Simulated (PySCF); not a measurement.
Relaxation of doublet CuF₂

These are results of UPBE0 in PySCF with Cu def2-TZVP, F def2-TZVP; no relativity; density-fitted integrals, not measurements. A (50,194) grid was used.

A hand-made bent start, of C2v symmetry, held to at least that symmetry:

Coordinates in bohr (charge 0 multiplicity 2):
```
Cu    0.0000    0.0000   -0.7182
F     2.7244    0.0000    1.1895
F    -2.7244    0.0000    1.1895
```

(1) What forces act on the atoms at the start (eV/Å)?

(2) What does it relax to?

(3) How much energy is released, and in how many steps?

## Answers

(1) 
| atom | Fx | Fy | Fz |
| --- | --- | --- | --- |
| Cu1 | 0.00 | 0.00 | 1.48 |
| F2 | -0.14 | 0.00 | -0.74 |
| F3 | 0.14 | 0.00 | -0.74 |

(2) It ends at D∞h with Cu–F 1.717 Å (×2); F–Cu–F 180.0°. A frequency run shows a minimum.

(3) 44.7 kJ/mol in 10 steps.

Other spin states or occupations of the open shell can lie lower.

The relaxation took 16 s on 4 threads of a shared Arm Neoverse V2 host, with 107 basis functions and 11 gradients; the process peaked at 0.55 GiB.
